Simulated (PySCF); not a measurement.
BClH₄NSi, H₆NSi₂, AlClH₃OSi, B₂ClH₅Si and others (calculated)

Computed with PySCF 2.14.0. Calculation on a computer-drawn molecule: the log of a Hartree-Fock and frozen-core CCSD(T) single point meant for a local Hartree-Fock minimum, with one planted fault or none, to be diagnosed. Offsets are logged minus clean, where the clean run is the same molecule without the fault. The reference is restricted for singlets and unrestricted otherwise, and also for a bond in bohr or an excited solution. Adding or removing an electron swaps singlet and doublet. The excited solution moves the top pair (singlet) or top alpha electron (doublet) to the lowest empty orbital. Highest occupied and lowest empty are orbital energies over both spins, largest force is the largest gradient component, triples share is (T) over the correlation energy, the T1 limit is 0.02 restricted and 0.045 unrestricted, electrons count all cores, a negative frequency is imaginary (commonest isotopes), and the dipole is about the centre of nuclear charge.

Common to all runs: meant charge 0; meant basis cc-pV(D+d)Z; logged SCF converged yes; logged CC converged yes; logged SCF stable within its kind yes; possible faults no fault, one electron removed, one electron added, multiplicity raised by two, geometry at a saddle point, SCF held on an excited solution, minimal basis STO-3G, one bond length entered in bohr, all coordinates scaled.

(1) BClH₄NSi

Logged structure:
```xyz
8
BClH4NSi
Si    -0.4324     1.1968    -1.0431
N      1.2677     0.8006    -0.8126
B      1.8869    -0.4431    -0.6704
Cl     0.9125    -1.9414    -0.7338
H     -0.4799     2.6672    -1.2252
H     -0.9915     0.5062    -2.2252
H      1.8889     1.5862    -0.7381
H      3.0623    -0.5579    -0.5039
```

- meant multiplicity: 2
- logged electrons: 47
- logged basis functions: 94
- logged spin squared: 3.7733
- logged highest occupied: -4.9095 eV
- logged lowest empty: -1.6928 eV
- logged largest force: 0.12715 hartree/bohr
- logged T1 diagnostic: 0.04509
- logged D1 diagnostic: 0.29422
- logged triples share: 0.027235
- logged dipole magnitude: 6.793 debye
- logged energy HF: -829.75615 hartree
- logged energy CCSD(T): -830.26347 hartree
- planted fault: multiplicity raised by two
- HF energy offset from clean run: 139.6 kcal/mol
- CCSD(T) energy offset from clean run: 155.7 kcal/mol

Drawn bonds:
```csv
atom,other atom,order
1,2,1
2,3,1
3,4,1
1,5,1
1,6,1
2,7,1
3,8,1
```

Notes: T1 above single-reference limit.

(2) H₆NSi₂

Logged structure:
```xyz
9
H6NSi2
Si     2.2032     0.1403     0.4305
N      1.3981    -1.3262     0.8908
Si    -0.1731    -1.5926     1.5765
H      2.9597    -0.0667    -0.8330
H      1.1820     1.1999     0.2502
H      1.9692    -2.1516     0.8104
H     -1.0027    -2.4650     0.7121
H     -0.0805    -2.2454     2.9041
H     -0.8323    -0.2783     1.7225
```

- meant multiplicity: 2
- logged electrons: 40
- logged basis functions: 90
- logged spin squared: 0
- logged highest occupied: -16.38 eV
- logged lowest empty: -6.4373 eV
- logged largest force: 0.06977 hartree/bohr
- logged T1 diagnostic: 0.024823
- logged D1 diagnostic: 0.097864
- logged triples share: 0.030455
- logged dipole magnitude: 5.7474 debye
- logged energy HF: -635.54633 hartree
- logged energy CCSD(T): -635.96941 hartree
- planted fault: one electron removed
- HF energy offset from clean run: 171.1 kcal/mol
- CCSD(T) energy offset from clean run: 168.1 kcal/mol

Drawn bonds:
```csv
atom,other atom,order
1,2,1
2,3,1
1,4,1
1,5,1
2,6,1
3,7,1
3,8,1
3,9,1
```

Notes: T1 above single-reference limit.

(3) H₆NSi₂

Structure as in entry 2.

* meant multiplicity: 2
* logged electrons: 41
* logged basis functions: 90
* logged spin squared: 3.763
* logged highest occupied: -2.9938 eV
* logged lowest empty: -1.1197 eV
* logged largest force: 0.088924 hartree/bohr
* logged T1 diagnostic: 0.028426
* logged D1 diagnostic: 0.13437
* logged triples share: 0.028217
* logged dipole magnitude: 1.3175 debye
* logged energy HF: -635.58998 hartree
* logged energy CCSD(T): -635.99504 hartree
* planted fault: multiplicity raised by two
* HF energy offset from clean run: 143.7 kcal/mol
* CCSD(T) energy offset from clean run: 152 kcal/mol

Drawn bonds:
```csv
atom,other atom,order
1,2,1
2,3,1
1,4,1
1,5,1
2,6,1
3,7,1
3,8,1
3,9,1
```

(4) AlClH₃OSi

Logged structure:
```xyz
7
AlClH3OSi
Si    -0.4621     0.4947     0.4466
O      1.1103     0.3432    -0.0022
Al     2.6224    -0.0123    -0.6191
Cl     2.7944    -1.5688    -2.0284
H     -0.9479     1.8556     0.1092
H     -0.5876     0.2671     1.9076
H      3.8939     0.7718    -0.1811
```

- meant multiplicity: 2
- logged electrons: 54
- logged basis functions: 98
- logged spin squared: 0
- logged highest occupied: -15.928 eV
- logged lowest empty: -7.0514 eV
- logged largest force: 0.096986 hartree/bohr
- logged T1 diagnostic: 0.020008
- logged D1 diagnostic: 0.078491
- logged triples share: 0.025089
- logged dipole magnitude: 10.735 debye
- logged energy HF: -1066.81666 hartree
- logged energy CCSD(T): -1067.33037 hartree
- planted fault: one electron removed
- HF energy offset from clean run: 184.2 kcal/mol
- CCSD(T) energy offset from clean run: 182.7 kcal/mol

Drawn bonds:
```csv
atom,other atom,order
1,2,1
2,3,1
3,4,1
1,5,1
1,6,1
3,7,1
```

Notes: T1 above single-reference limit.

(5) B₂ClH₅Si

Logged structure:
```xyz
9
B2ClH5Si
Si    -0.3055    -0.5044    -0.9276
B     -1.2454     0.8113     0.3257
B     -0.5062     1.6268     1.6000
Cl     0.2547     3.1990     1.2776
H     -0.9733    -1.8266    -0.8150
H      1.1359    -0.6858    -0.6284
H     -0.4369    -0.0238    -2.3260
H     -2.4144     1.0003     0.1133
H     -0.4325     1.2283     2.7256
```

* meant multiplicity: 1
* logged electrons: 46
* logged basis functions: 99
* logged spin squared: 0
* logged highest occupied: -10.847 eV
* logged lowest empty: 1.183 eV
* logged largest force: 1.546e-05 hartree/bohr
* logged lowest frequency: 50.461 cm⁻¹
* logged T1 diagnostic: 0.013982
* logged D1 diagnostic: 0.044371
* logged triples share: 0.026579
* logged dipole magnitude: 1.1979 debye
* logged energy HF: -800.71805 hartree
* logged energy CCSD(T): -801.19271 hartree
* planted fault: no fault
* HF energy offset from clean run: 0 kcal/mol
* CCSD(T) energy offset from clean run: 0 kcal/mol

Drawn bonds:
```csv
atom,other atom,order
1,2,1
2,3,1
3,4,1
1,5,1
1,6,1
1,7,1
2,8,1
3,9,1
```

(6) B₂ClH₅Si

Structure as in entry 5.

- meant multiplicity: 1
- logged electrons: 47
- logged basis functions: 99
- logged spin squared: 0.7606
- logged highest occupied: -0.99643 eV
- logged lowest empty: 7.2154 eV
- logged largest force: 0.029866 hartree/bohr
- logged T1 diagnostic: 0.013912
- logged D1 diagnostic: 0.048806
- logged triples share: 0.027781
- logged dipole magnitude: 3.0247 debye
- logged energy HF: -800.71232 hartree
- logged energy CCSD(T): -801.20687 hartree
- planted fault: one electron added
- HF energy offset from clean run: 3.597 kcal/mol
- CCSD(T) energy offset from clean run: -8.891 kcal/mol

Drawn bonds:
```csv
atom,other atom,order
1,2,1
2,3,1
3,4,1
1,5,1
1,6,1
1,7,1
2,8,1
3,9,1
```

(7) BH₈NSi₂

Logged structure:
```xyz
12
BH8NSi2
Si     1.7622    -1.7968    -1.2175
B     -0.0624    -1.9114    -0.2878
N     -1.3148    -1.8315    -0.9233
Si    -1.7202    -1.6205    -2.6166
H      2.5363    -0.6583    -0.6565
H      1.6918    -1.6129    -2.6913
H      2.5343    -3.0396    -0.9536
H     -0.0565    -2.0604     0.9096
H     -2.1083    -1.9071    -0.3120
H     -1.1897    -2.7290    -3.4366
H     -3.1972    -1.6100    -2.6950
H     -1.1885    -0.3454    -3.1400
```

- meant multiplicity: 1
- logged electrons: 48
- logged basis functions: 114
- logged spin squared: 0
- logged highest occupied: -10.726 eV
- logged lowest empty: 2.6946 eV
- logged largest force: 7.988e-06 hartree/bohr
- logged lowest frequency: 46.79 cm⁻¹
- logged T1 diagnostic: 0.014153
- logged D1 diagnostic: 0.050326
- logged triples share: 0.026787
- logged dipole magnitude: 1.9705 debye
- logged energy HF: -661.70955 hartree
- logged energy CCSD(T): -662.25285 hartree
- planted fault: no fault
- HF energy offset from clean run: 0 kcal/mol
- CCSD(T) energy offset from clean run: 0 kcal/mol

Drawn bonds:
```csv
atom,other atom,order
1,2,1
2,3,1
3,4,1
1,5,1
1,6,1
1,7,1
2,8,1
3,9,1
4,10,1
4,11,1
4,12,1
```

(8) CH₅ClSi₂

Logged structure:
```xyz
9
CH5ClSi2
Si     1.8099     3.0520    -0.0258
C      2.0005     1.3469    -0.7296
Si     3.0023     0.0835    -0.2453
Cl     4.3113     0.1517     1.3196
H      0.4158     3.2916     0.4238
H      2.1268     4.0876    -1.0407
H      2.7159     3.2338     1.1315
H      1.3809     1.0934    -1.5901
H      3.0789    -1.2370    -0.8723
```

* meant multiplicity: 1
* logged electrons: 57
* logged basis functions: 108
* logged spin squared: 0.7687
* logged highest occupied: 0.39924 eV
* logged lowest empty: 8.2633 eV
* logged largest force: 0.068933 hartree/bohr
* logged T1 diagnostic: 0.013329
* logged D1 diagnostic: 0.048867
* logged triples share: 0.029096
* logged dipole magnitude: 1.1525 debye
* logged energy HF: -1078.11187 hartree
* logged energy CCSD(T): -1078.66438 hartree
* planted fault: one electron added
* HF energy offset from clean run: 28.23 kcal/mol
* CCSD(T) energy offset from clean run: 22.78 kcal/mol

Drawn bonds:
```csv
atom,other atom,order
1,2,1
2,3,2
3,4,1
1,5,1
1,6,1
1,7,1
2,8,1
3,9,1
```

Notes: highest electron not bound in this basis.
